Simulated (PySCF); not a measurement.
**Excitation energy of Hg by level of theory**

Hg [Xe] 4f14 5d10 6s2 (1S) → Hg [Xe] 4f14 5d9 6s2 6p1 (high-spin determinant), as a difference of total energies. Computed with PySCF 2.14 in x2c-TZVPPall with one added diffuse shell each of s, p, d, f type (12s8p8d4f1g, 113 functions), with scalar relativity by spin-free X2C-1e. Correlated levels: valence and next inner shell: [Kr] 4d10 4f14 frozen. The calculations carry no spin-orbit coupling.

| method | excitation energy (eV) |
| --- | --- |
| UHF | 8.735 |
| MP2 (valence and next inner shell) | 10.176 |
| SCS-MP2 (valence and next inner shell) | 10.050 |
| CCSD (valence and next inner shell) | 9.771 |
| CCSD(T) (valence and next inner shell) | 9.842 |

Q: How much does correlation contribute at CCSD(T) (valence and next inner shell)?

A: 9.842 − (8.735) = 1.107 eV, measured against UHF.

A first-order spin-orbit estimate (lowest level to lowest level, LS coupling) adds -0.496 eV.

The determinant of the upper state mixes LS terms, which raises its energy above the lowest term, most at the Hartree-Fock and MP2 levels.
